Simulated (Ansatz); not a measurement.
Ansatz (a quantum-chemistry and plane-wave program) input:

Ansatz 0.2 input:
```yaml
crystal:
  periodic: [false, false, false]
  atoms:
    - {symbol: Te, position_ang: [0.00000000, 0.00000000, 0.00000000]}
    - {symbol: F, position_ang: [0.00000000, 0.00000000, 2.10670759]}
    - {symbol: F, position_ang: [-0.00000000, -0.00000000, -2.10670759]}
basis:
  gaussian:
    orbitals: def2-SVPD
total_charge: -1
magnetization: {spin_polarized: true, initial_magnetization: 1}
correlation: {method: ccsd_t, electrons: outside_noble_gas}
output: {forces: true}
```

What final total energy does it print?

-466.30799 Eh (CCSD(T)/def2-SVPD). The basis has 81 functions.
